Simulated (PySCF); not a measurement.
CH4Cl2OSn, SMILES C[O][SnH]([Cl])[Cl].

Geometry: B3LYP-D3(BJ)/def2-SVP. The def2 effective core potentials stand for the cores of Sn; spin–orbit coupling is left out. The values are those of a single conformer.

Two levels are set side by side: PBE/def2-TZVP (PySCF) and ωB97X/def2-TZVP (PySCF). Same geometry, gas phase. Differences are taken from unrounded values.

| quantity | ωB97X |
|---|---|
| orbital gap (eV) | 10.73 |
| highest occupied level (eV) | -10.83 |
| lowest empty level (eV) | -0.09 |
| dipole moment (D) | 1.34 |
| mean polarisability (bohr³) | 75.8 |

Problem. What does PBE give, and how far is it from ωB97X? (Estimate from the structure and the level; the computed values follow.)

Solution. 
```csv
quantity,PBE,PBE minus ωB97X
orbital gap (eV),3.70,-7.03
highest occupied level (eV),-6.78,4.05
lowest empty level (eV),-3.07,-2.98
dipole moment (D),1.30,-0.04
mean polarisability (bohr³),81.1,5.2
```

Without exact exchange PBE keeps part of each electron's self-repulsion, which lifts occupied levels and narrows the gap. Loosely held outer electrons make PBE densities more polarisable. Differences between two approximate levels are no errors against the true value.

Rough cost on one machine, each run with all the roots and properties that it gave: ωB97X against PBE within a factor of 2.
